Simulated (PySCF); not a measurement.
CH8N2Si3, SMILES C1=N[SiH2][SiH2]N[SiH2]1.

Coordinates come from a PBE0-D3(BJ)/def2-SVP optimisation. The structure was generated by enumeration, and PubChem lists no compound with its InChIKey, so it may never have been made.

These are TDDFT-LC-ωPBE/def2-SVPD in PySCF values and carry that method's errors.

Vertical excitations. Gas-phase values at a fixed geometry.

Computed UV-visible absorptions:
```tsv
state	energy (eV)	λ (nm)	f	main pairs
S1	3.29	376	0.000	HOMO→LUMO 91 %
S2	5.47	227	0.041	HOMO→LUMO+1 83 %
S3	6.35	195	0.008	HOMO→LUMO+3 28 %, HOMO−1→LUMO+1 25 %, HOMO→LUMO+2 18 %, HOMO→LUMO+5 15 %
S4	6.49	191	0.018	HOMO−1→LUMO+1 61 %, HOMO→LUMO+5 15 %
S5	6.85	181	0.011	HOMO→LUMO+2 50 %, HOMO−2→LUMO+1 12 %, HOMO→LUMO+5 9 %, HOMO→LUMO+3 8 %
S6	6.86	181	0.024	HOMO−1→LUMO 85 %
S7	7.15	173	0.131	HOMO−2→LUMO 36 %, HOMO→LUMO+4 14 %, HOMO→LUMO+2 8 %, HOMO−3→LUMO 7 %
S8	7.16	173	0.017	HOMO−2→LUMO+1 27 %, HOMO→LUMO+4 14 %, HOMO→LUMO+5 14 %, HOMO→LUMO+6 6 %
S9	7.38	168	0.018	HOMO−2→LUMO 44 %, HOMO→LUMO+4 27 %
S10	7.54	164	0.009	HOMO→LUMO+6 26 %, HOMO→LUMO+3 14 %, HOMO→LUMO+8 11 %, HOMO→LUMO+7 10 %
T1	2.63	472	0	HOMO→LUMO 88 %
T2	4.64	267	0	HOMO−3→LUMO 42 %, HOMO−5→LUMO 16 %, HOMO−2→LUMO 15 %, HOMO−7→LUMO 15 %
T3	4.89	253	0	HOMO→LUMO+1 73 %
T4	5.80	214	0	HOMO→LUMO+3 31 %, HOMO→LUMO+5 26 %, HOMO→LUMO+2 14 %, HOMO−2→LUMO+5 5 %
```
Triplets are in the Tamm–Dancoff approximation, which puts them higher than full response would, so one can lie above its singlet here.
